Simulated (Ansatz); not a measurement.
Start from `CO[SiH](N)[SiH3]` and change one atom or group to get `CO[SiH]([SiH3])Cl`.

Ansatz, PBE0-D4/def2-TZVP geometries, multiplicity 1. Each molecule was computed in one conformer, which needn't be the lowest.

```json
{"property": "HOMO energy (ωB97M-V/def2-TZVPP) / eV", "`CO[SiH](N)[SiH3]`": "-9.70"}
{"property": "size of the dipole moment (ωB97M-V/def2-TZVPP) / D", "`CO[SiH](N)[SiH3]`": "2.04"}
{"property": "HOMO energy (PBE0/def2-TZVPP) / eV", "`CO[SiH](N)[SiH3]`": "-7.58"}
{"property": "LUMO energy (B3LYP/def2-TZVPP) / eV", "`CO[SiH](N)[SiH3]`": "-0.12"}
{"property": "LUMO energy (ωB97M-V/def2-TZVPP) / eV", "`CO[SiH](N)[SiH3]`": "1.74"}
{"property": "HOMO–LUMO gap (PBE/def2-TZVPP) / eV", "`CO[SiH](N)[SiH3]`": "5.50"}
```

Question: What does the change do to each property? (Best estimate.)

Answer: The calculation gave: 
```tsv
property	`CO[SiH]([SiH3])Cl`	shift
HOMO energy (ωB97M-V/def2-TZVPP) / eV	-10.16	-0.46
size of the dipole moment (ωB97M-V/def2-TZVPP) / D	1.42	-0.62
HOMO energy (PBE0/def2-TZVPP) / eV	-8.09	-0.51
LUMO energy (B3LYP/def2-TZVPP) / eV	-0.33	-0.21
LUMO energy (ωB97M-V/def2-TZVPP) / eV	1.62	-0.12
HOMO–LUMO gap (PBE/def2-TZVPP) / eV	5.83	0.33
```

With PBE0 the HOMO falls by 0.51 eV and the LUMO falls by 0.25 eV, so the gap widens by about 0.26 eV. PBE moves the HOMO by -0.62 eV and ωB97M-V by -0.46 eV. Dipoles are sizes alone; their direction can turn.

B3LYP here is the variant with VWN-RPA as its local correlation; programs differ in this.
